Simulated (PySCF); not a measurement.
PySCF job for In(OH)2(SMe) (CH5InO2S), SMILES C[S][In]([OH])[OH], PBE0-D3(BJ)/def2-SVP. Geometry: PBE0-D3(BJ)/def2-SVP. The structure was generated by enumeration; whether it is a known compound was not checked. The def2 effective core potentials stand for the cores of In; spin–orbit coupling is left out. One conformer was computed; it need not be the lowest.

```python
import numpy as np
from pyscf import gto, scf, dft, df
from pyscf.hessian import thermo

mol = gto.M(
    atom='''
    In   -0.01342374   -0.51280195    0.00000000
    O    -1.00245106   -2.24360411   -0.00000000
    H    -0.40412908   -2.99982444   -0.00000000
    O     1.99126405   -0.43521405   -0.00000000
    H     2.42078644   -1.29720223    0.00000000
    S    -0.96649427    1.65622325   -0.00000000
    C     0.58655652    2.63589696    0.00000000
    H     1.47986229    1.99722140   -0.00000001
    H     0.59765450    3.27134630    0.89574424
    H     0.59765450    3.27134629   -0.89574425
    ''',
    basis='def2-SVP',
    ecp={'In': 'def2-svp'},
    charge=0,
    spin=0,
    max_memory=1600,
    verbose=3,
)
mf = dft.RKS(mol, xc='pbe0').density_fit(auxbasis='def2-universal-jkfit')
mf.disp = 'd3bj'
mf.grids.level = 3
mf.conv_tol = 1e-11
mf.max_cycle = 100
mf.kernel()

# [left out here: the lines that compute and print the analytic Hessian (its translational invariance restored by hand, since the grid's response is missing), thermochemistry and intensities]
```

It prints:

```
converged SCF energy = -779.315195255777

WARN: DFTD3 does not support analytical Hessian, using finite difference


WARN: Mole.unit (angstrom) is changed to Bohr

Mode                                 0                   1                   2
Irrep
Freq [cm^-1]                       34.9140             68.3148             81.7045
Reduced mass [au]                   1.5834              1.9180              5.9896
Force const [Dyne/A]                0.0011              0.0053              0.0236
Char temp [K]                      50.2335             98.2898            117.5546
Normal mode                   x     y     z       x     y     z       x     y     z
       0  In                 0.00  0.00 -0.00   -0.00 -0.00  0.02   -0.04  0.00 -0.00
       1   O                -0.00  0.00 -0.06    0.00 -0.00 -0.12    0.12 -0.09  0.00
       2   H                -0.00  0.00 -0.13    0.00 -0.00  0.16    0.21 -0.02 -0.00
       3   O                 0.00 -0.00  0.04   -0.00  0.00  0.06   -0.03  0.09  0.00
       4   H                -0.00 -0.00  0.18    0.00  0.00 -0.39    0.01  0.11  0.00
       5   S                -0.00 -0.00  0.07    0.00  0.00  0.03    0.03  0.03  0.00
       6   C                -0.00  0.00 -0.11    0.00 -0.00 -0.12    0.09 -0.06 -0.00
       7   H                -0.00  0.00  0.26    0.00 -0.00 -0.42    0.05 -0.12  0.00
       8   H                -0.14  0.33 -0.34    0.20 -0.16 -0.01    0.13 -0.07  0.00
       9   H                 0.14 -0.33 -0.34   -0.20  0.16 -0.01    0.13 -0.07 -0.00
Mode                                 3                   4                   5
Irrep
Freq [cm^-1]                      118.7313            132.2776            146.2797
Reduced mass [au]                   2.1945              5.9114              1.6000
Force const [Dyne/A]                0.0182              0.0609              0.0202
Char temp [K]                     170.8279            190.3180            210.4639
Normal mode                   x     y     z       x     y     z       x     y     z
       0  In                 0.00 -0.00  0.04   -0.01  0.02 -0.00    0.00 -0.00 -0.03
       1   O                -0.00  0.00 -0.09    0.11 -0.05  0.00   -0.00  0.00  0.08
       2   H                -0.00  0.00 -0.56    0.19  0.01 -0.00   -0.00 -0.00 -0.39
       3   O                 0.00 -0.00 -0.10   -0.00 -0.18 -0.00    0.00 -0.00  0.08
       4   H                 0.00 -0.00  0.33   -0.12 -0.24  0.00    0.00  0.00  0.46
       5   S                -0.00 -0.00 -0.04   -0.01  0.02 -0.00    0.00  0.00  0.05
       6   C                -0.00  0.00 -0.02   -0.03  0.04  0.00   -0.00  0.00 -0.05
       7   H                -0.00  0.00 -0.09   -0.01  0.06 -0.00   -0.00  0.00 -0.34
       8   H                 0.03 -0.05  0.01   -0.03  0.04  0.00    0.18 -0.17  0.07
       9   H                -0.03  0.05  0.01   -0.03  0.04 -0.00   -0.18  0.17  0.07
Mode                                 6                   7                   8
Irrep
Freq [cm^-1]                      195.0604            233.3251            374.7618
Reduced mass [au]                   4.5167              1.1053             16.5021
Force const [Dyne/A]                0.1013              0.0355              1.3655
Char temp [K]                     280.6485            335.7029            539.1988
Normal mode                   x     y     z       x     y     z       x     y     z
       0  In                 0.01  0.03 -0.00   -0.00 -0.00 -0.00   -0.02  0.03  0.00
       1   O                -0.00  0.04 -0.00    0.00 -0.00  0.05    0.02  0.03  0.00
       2   H                -0.02  0.03 -0.00    0.00 -0.00 -0.67    0.03  0.04  0.00
       3   O                 0.01 -0.03  0.00   -0.00  0.00  0.05   -0.02  0.00  0.00
       4   H                -0.03 -0.05  0.00    0.00  0.00 -0.65   -0.02  0.01  0.00
       5   S                -0.07 -0.04  0.00    0.00  0.00 -0.01    0.08 -0.13 -0.00
       6   C                 0.04 -0.19 -0.00   -0.00  0.00  0.01   -0.02  0.00  0.00
       7   H                -0.02 -0.27 -0.00    0.00  0.00  0.08    0.05  0.09 -0.00
       8   H                 0.11 -0.19 -0.00   -0.04  0.05 -0.03   -0.10  0.00 -0.00
       9   H                 0.11 -0.19  0.00    0.04 -0.05 -0.03   -0.10  0.00  0.00
Mode                                 9                  10                  11
Irrep
Freq [cm^-1]                      588.8053            614.6665            712.9110
Reduced mass [au]                  14.3684             15.5882              6.7009
Force const [Dyne/A]                2.9350              3.4700              2.0066
Char temp [K]                     847.1598            884.3682           1025.7202
Normal mode                   x     y     z       x     y     z       x     y     z
       0  In                 0.02 -0.01 -0.00    0.03  0.03  0.00    0.00 -0.00  0.00
       1   O                 0.06  0.09 -0.00   -0.10 -0.18  0.00   -0.00 -0.00 -0.00
       2   H                -0.00  0.05 -0.00    0.01 -0.09 -0.00    0.00  0.00 -0.00
       3   O                -0.21 -0.01 -0.00   -0.09 -0.00  0.00   -0.00  0.00  0.00
       4   H                -0.07  0.06 -0.00   -0.04  0.03 -0.00   -0.04 -0.02  0.00
       5   S                -0.00  0.01  0.00    0.00 -0.01 -0.00    0.08  0.06  0.00
       6   C                 0.00  0.00 -0.00    0.00 -0.00  0.00   -0.18 -0.13 -0.00
       7   H                -0.00 -0.01  0.00    0.01  0.01 -0.00   -0.15 -0.08 -0.00
       8   H                 0.01  0.00 -0.00   -0.00 -0.00  0.00   -0.13 -0.10 -0.01
       9   H                 0.01  0.00  0.00   -0.00 -0.00 -0.00   -0.13 -0.10  0.01
Mode                                12                  13                  14
Irrep
Freq [cm^-1]                      750.3821            816.1103            970.1413
Reduced mass [au]                   1.0726              1.0849              1.1726
Force const [Dyne/A]                0.3558              0.4257              0.6502
Char temp [K]                    1079.6328           1174.2011           1395.8174
Normal mode                   x     y     z       x     y     z       x     y     z
       0  In                 0.00 -0.00 -0.00    0.00 -0.01 -0.00    0.00  0.00 -0.00
       1   O                 0.02 -0.00  0.00   -0.06  0.01 -0.00    0.00  0.00  0.00
       2   H                -0.29 -0.24  0.00    0.68  0.57 -0.00    0.00  0.00  0.01
       3   O                 0.01  0.06 -0.00    0.01  0.03 -0.00   -0.00  0.00  0.00
       4   H                -0.81 -0.37 -0.00   -0.33 -0.15 -0.00   -0.00  0.00  0.01
       5   S                 0.00 -0.00 -0.00   -0.00 -0.00  0.00    0.00  0.00 -0.02
       6   C                 0.01  0.01  0.00    0.00  0.00 -0.00    0.00  0.00  0.11
       7   H                 0.02  0.02  0.00    0.00  0.00  0.00   -0.00 -0.00 -0.25
       8   H                 0.00  0.01  0.00    0.01  0.00 -0.00    0.45  0.39 -0.17
       9   H                 0.00  0.01 -0.00    0.01  0.00  0.00   -0.45 -0.39 -0.17
Mode                                15                  16                  17
Irrep
Freq [cm^-1]                      995.4027           1346.0988           1458.2260
Reduced mass [au]                   1.1960              1.1369              1.0520
Force const [Dyne/A]                0.6982              1.2137              1.3179
Char temp [K]                    1432.1629           1936.7365           2098.0625
Normal mode                   x     y     z       x     y     z       x     y     z
       0  In                -0.00  0.00  0.00   -0.00  0.00 -0.00    0.00  0.00 -0.00
       1   O                -0.00 -0.00  0.00    0.00 -0.00 -0.00   -0.00 -0.00  0.00
       2   H                -0.01 -0.01 -0.00   -0.00 -0.00 -0.00   -0.00 -0.00 -0.00
       3   O                 0.00  0.00 -0.00    0.00  0.00  0.00    0.00 -0.00  0.00
       4   H                -0.01 -0.01 -0.00    0.01  0.01  0.00   -0.00 -0.00  0.01
       5   S                 0.01 -0.02  0.00   -0.01 -0.01 -0.00    0.00 -0.00  0.00
       6   C                -0.07  0.09 -0.00   -0.08 -0.06  0.00    0.00 -0.00  0.06
       7   H                -0.47 -0.46  0.00    0.32  0.47  0.00   -0.00 -0.00 -0.72
       8   H                 0.44  0.00  0.06    0.44  0.22 -0.18   -0.43  0.15 -0.06
       9   H                 0.44  0.00 -0.06    0.44  0.22  0.18    0.43 -0.15 -0.06
Mode                                18                  19                  20
Irrep
Freq [cm^-1]                     1459.5584           3071.3058           3187.2002
Reduced mass [au]                   1.0478              1.0310              1.1085
Force const [Dyne/A]                1.3152              5.7300              6.6347
Char temp [K]                    2099.9796           4418.9252           4585.6715
Normal mode                   x     y     z       x     y     z       x     y     z
       0  In                -0.00 -0.00 -0.00    0.00  0.00  0.00   -0.00  0.00  0.00
       1   O                 0.00  0.00  0.00   -0.00  0.00  0.00    0.00 -0.00 -0.00
       2   H                 0.00  0.00  0.00    0.00 -0.00  0.00   -0.00 -0.00 -0.00
       3   O                -0.00  0.00  0.00    0.00 -0.00 -0.00    0.00  0.00  0.00
       4   H                 0.00  0.00  0.00   -0.00  0.00 -0.00    0.00 -0.00 -0.00
       5   S                -0.00  0.00  0.00    0.00  0.00  0.00   -0.00 -0.00  0.00
       6   C                -0.03  0.05  0.00   -0.04 -0.03 -0.00    0.00 -0.00 -0.09
       7   H                 0.19  0.34 -0.00    0.44 -0.33 -0.00   -0.00  0.00 -0.02
       8   H                 0.15 -0.49  0.37   -0.01  0.32  0.48   -0.01  0.39  0.54
       9   H                 0.15 -0.49 -0.37   -0.01  0.32 -0.48    0.01 -0.39  0.54
Mode                                21                  22                  23
Irrep
Freq [cm^-1]                     3194.2885           3889.8865           3904.6167
Reduced mass [au]                   1.1092              1.0672              1.0674
Force const [Dyne/A]                6.6681              9.5138              9.5878
Char temp [K]                    4595.8700           5596.6806           5617.8741
Normal mode                   x     y     z       x     y     z       x     y     z
       0  In                 0.00 -0.00 -0.00    0.00  0.00 -0.00   -0.00 -0.00 -0.00
       1   O                -0.00  0.00 -0.00    0.04 -0.05 -0.00    0.00 -0.00 -0.00
       2   H                 0.00  0.00 -0.00   -0.59  0.77  0.00   -0.04  0.05 -0.00
       3   O                -0.00  0.00  0.00   -0.00  0.00 -0.00    0.03 -0.05  0.00
       4   H                -0.00  0.00 -0.00    0.03 -0.05  0.00   -0.44  0.86 -0.00
       5   S                 0.00  0.00  0.00   -0.00  0.00  0.00   -0.00  0.00  0.00
       6   C                -0.05  0.07 -0.00   -0.00  0.00 -0.00   -0.00 -0.00 -0.00
       7   H                 0.63 -0.47 -0.00    0.00 -0.00  0.00    0.00  0.00  0.00
       8   H                -0.00 -0.21 -0.31    0.00  0.00  0.00    0.00  0.00  0.00
       9   H                -0.00 -0.21  0.31    0.00  0.00 -0.00    0.00  0.00 -0.00
temperature 298.1500 [K]
pressure 101325.00 [Pa]
Rotational constants [GHz] 4.07651 1.56733 1.14034
Symmetry number 1
Zero-point energy (ZPE) 0.06457 [Eh]   169540.568 [J/mol]
                           tot       elec      trans        rot        vib
Entropy [J/mol/K]       415.103      0.000    174.568    117.906    122.628
Cv [J/mol/K]            117.622      0.000     12.472     12.472     92.679
Cp [J/mol/K]            125.937      0.000     20.786     12.472     92.679
Internal energy [J/mol]                      3718.434   3718.434 186777.440
Internal energy [Eh]   -779.24122  -779.31520
Enthalpy [J/mol]                             6197.391   3718.434 186777.440
Enthalpy [Eh]          -779.24028
Gibbs free energy [J/mol]                  -45850.114 -31435.294 150215.756
Gibbs free energy [Eh] -779.28742
static polarisability / bohr^3: [[61.582  1.721 -0.   ]
 [ 1.721 86.335 -0.   ]
 [-0.    -0.    42.971]]
largest difference of analytic and finite-field dipole derivatives / e: 0.0019083198227278775
mode   freq/cm-1   IR/(km/mol)   Raman/(A^4/amu)   depolarisation
   1       34.91         0.256             0.178            0.750
   2       68.31         2.528             0.183            0.750
   3       81.70         0.821             0.596            0.748
   4      118.73         8.332             0.222            0.750
   5      132.28        37.374             2.180            0.744
   6      146.28        13.969             0.126            0.750
   7      195.06         0.454             5.137            0.471
   8      233.33       205.971             1.772            0.750
   9      374.76        20.481            13.790            0.129
  10      588.81        55.556            19.789            0.077
  11      614.67        94.264            10.151            0.414
  12      712.91         4.689            10.500            0.369
  13      750.38       117.999             1.590            0.746
  14      816.11        17.437             0.823            0.374
  15      970.14         6.314             2.164            0.750
  16      995.40         9.323             2.466            0.724
  17     1346.10         8.223             3.791            0.723
  18     1458.23         6.037            12.247            0.750
  19     1459.56         6.774            14.492            0.735
  20     3071.31        20.644           157.003            0.053
  21     3187.20         1.646           109.442            0.750
  22     3194.29         2.312            39.917            0.569
  23     3889.89        56.750           167.733            0.280
  24     3904.62        56.708           196.994            0.277
max |gradient| / (hartree/bohr): 0.00013200102295423782
APT charges: [ 1.4059e+00 -7.8620e-01  2.3380e-01 -7.9510e-01  2.3830e-01 -3.9540e-01
  4.4800e-02  5.3200e-02  3.0000e-04  3.0000e-04]
```

The run converged.

Cost: around 4 core-minutes (rough).
